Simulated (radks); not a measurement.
Effect of the nuclear size on the dysprosium ion Dy2+, [Xe] 4f10. All-electron calculation, Dirac Kohn-Sham, BLYP, spin-unpolarised, spherical densities, finite nucleus; open shells are shared between the two j in proportion to 2j + 1; Fermi nuclear charge, rms radius 5.2218 fm. Program: a radial shooting solver on a logarithmic mesh with Libxc functionals. The rms radius is varied about that value; shifts are against it.

rms radius (fm),total energy shift (eV),density at nucleus (e/bohr^3),1s1/2 shift (meV),2s1/2 shift (meV),4p1/2 shift (meV),5s1/2 shift (meV),5p1/2 shift (meV),4f7/2 shift (meV),6s1/2 (empty) shift (meV)
4.3602,-7.98,7.777e+05,-3280,-430,0.175,-3.53,0.069,0.336,-0.481
4.9242,-2.88,7.524e+05,-1180,-155,0.063,-1.27,0.025,0.121,-0.173
5.2218,0,7.405e+05,0.000,0.000,0.000,0.000,0.000,0.000,0.000
5.7126,5.01,7.226e+05,2060,270,-0.108,2.21,-0.043,-0.211,0.302
5.9633,7.69,7.142e+05,3160,415,-0.166,3.40,-0.067,-0.324,0.463

Slopes of the eigenvalues against <r^2> in GHz/fm^2, as finite differences over the two radii next to the reference (eigenvalue slopes, not the field-shift constants of lines): 1s1/2 93400, 2s1/2 12300, 4p1/2 -4.93, 5s1/2 100, 5p1/2 -1.97, 4f7/2 -9.58, 6s1/2 (empty) 13.7.
